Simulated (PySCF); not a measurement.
Gallium: highly charged ions in a basis for the neutral atom

Ga⁸⁺ [Ar] 3d5, Ga⁹⁺ [Ar] 3d4. Calculation: PySCF 2.14, in pcseg-2 (6s5p3d1f, 43 functions); no relativity, point nucleus. No spin-orbit coupling, so a gap to NIST mixes the basis error with missing relativistic terms.

Changed run: basis of the neutral atom used for a highly charged ion. This setting is unsound on purpose.

```tsv
species	method	sound run (hartree)	changed run (hartree)	converged
Ga⁸⁺	UHF	not run	-1899.49366	yes
Ga⁸⁺	PBE	not run	-1900.21409	yes
Ga⁸⁺	M06-L	not run	-1900.55862	yes
Ga⁹⁺	UHF	not run	-1891.41819	yes
Ga⁹⁺	PBE	not run	-1892.11549	yes
Ga⁹⁺	M06-L	not run	-1892.44419	yes
```

Ionisation energy of Ga⁸⁺:

```tsv
method	changed run (eV)	NIST (eV)
UHF	219.74	211 ± 2.2
PBE	220.37	211 ± 2.2
M06-L	220.80	211 ± 2.2
```

The contracted functions were made for the neutral atom and can be too rigid for a highly charged ion.
